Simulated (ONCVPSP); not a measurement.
Potentials for O (Z = 8) compared

Generated with ld1.x 7.5 (TM, RRKJ, ultrasoft, PAW), atompaw 4.2 or ONCVPSP 4.0.1. The cutoff is in Ry: for ld1.x and atompaw files where the sum of valence levels is converged to 10 mRy in a Bessel basis, for ONCV files where the hardest occupied wave has 1 mHa per electron of residual kinetic energy. The error is the largest all-electron minus pseudo excitation energy over each file’s own four to seven test configurations (ionisations up to +4, promotions, holes and added fractions of an electron), all of which were solved. The labels leave out finer settings (local radius, basis sizes, second energies), which also bear on the numbers. Spin-polarised tests are not counted. The rows are a selection from randomly drawn settings: files with unsolved tests, undetermined cutoffs or missed reference levels are left out.

A true bound ghost makes a file unfit for plane-wave use even where its test errors are small: the radial tests pick states by their node count and pass the ghost by.

```csv
potential,cutoff (Ry),largest error (meV),bound ghosts
"ONCV, PBEsol, scalar-relativistic, rc 0.85/2.00/1.60 (spd), local smoothed, core correction no, reference 2s1.75 2p4.25, qcut 9.9/7.3/6, projectors 2/2/2",80,+7184,none
"ONCV, PBE, scalar-relativistic, rc 0.80/2.00/1.80 (spd), local smoothed, core correction yes, reference 2s1.75 2p4.25, qcut 6.4/7.2/5.9, projectors 2/1/2",419,+7048,none
"ONCV, PBE, scalar-relativistic, rc 0.65/1.25/1.10 (spd), local smoothed, core correction yes, reference 2s2 2p3.5, qcut 11.6/9.6/8.1, projectors 2/2/1",84,+337,s
"ONCV, PBE, scalar-relativistic, rc 0.90/1.05 (sp), local smoothed, core correction yes, reference 2s1 2p5, qcut 7.3/6.8, projectors 2/2",427,+2174,none
"ONCV, PBE, scalar-relativistic, rc 0.90/1.10/1.05 (spd), local smoothed, core correction no, reference 2s2 2p4, qcut 7/12.3/9.8, projectors 2/2/1",112,+267,none
"ONCV, revPBE, scalar-relativistic, rc 0.95/1.65/1.45 (spd), local smoothed, core correction yes, reference 2s2 2p3.5, qcut 6.4/9.6/6.5, projectors 2/1/2",154,+162,none
"ONCV, PBE, non-relativistic, rc 0.90/1.55 (sp), local smoothed, core correction yes, reference 2s2 2p4, qcut 5.8/9.9, projectors 1/2",250,+2506,none
"ONCV, PBE, scalar-relativistic, rc 0.80/1.90/1.85 (spd), local smoothed, core correction yes, reference 2s2 2p2, qcut 7.5/6.3/6.1, projectors 1/2/2",258,+895,none
```

Problem. Fill in the row for O: ONCV, LDA (Perdew-Wang 92), scalar-relativistic, rc 0.60/1.75/1.50 (spd), local smoothed, core correction yes, reference 2s1 2p5, qcut 10.2/8.2/5.4, projectors 2/2/2.

Solution. cutoff 535 Ry, largest error +5089 meV, bound ghosts: s.
